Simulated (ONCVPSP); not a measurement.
## PBE ONCV dataset for Co (Z = 27), scalar-relativistic all-electron reference.

cobalt, optimised norm-conserving Vanderbilt (ONCV), made with ONCVPSP 4.0.1 (PBE, scalar-relativistic). Core [Ne], reference 3s2 3p6 3d7 4s1 (charge +1). Waves: 3s+4s: rc 1.55 bohr, ncon 4, nbas 7, qcut 7.7 1/bohr, 2 projectors; 3p: rc 1.10 bohr, ncon 4, nbas 9, qcut 10 1/bohr, 3 projectors, debl 0.9 Ha; 3d: rc 1.25 bohr, ncon 3, nbas 8, qcut 14.4 1/bohr, 1 projector. Local part: polynomial inside 0.85 bohr (lpopt 3, dvloc0 -1 Ha). Core correction: Teter function, fcfact 5, rcfact 1.05.

In the p channel the program set the typed energies aside and used -2.737, 0.250, 1.150 Ha.

- Cutoffs needed: 70 Ha and 80 Ha (the cutoffs (Ha) at which the residual kinetic energy of the hardest occupied pseudo-wave falls to 1 and 0.1 mHa per electron)
- Ghost test: no bound ghost flagged; no localised positive-energy state flagged
- Largest excitation error: -6.3 meV (all-electron minus pseudo) for 3s2 3p6 3d6 4s0, out of 4 test configurations
- rms error of d²Exc/dni dnj: 3.41 mHa without and 1.30 mHa with the model core
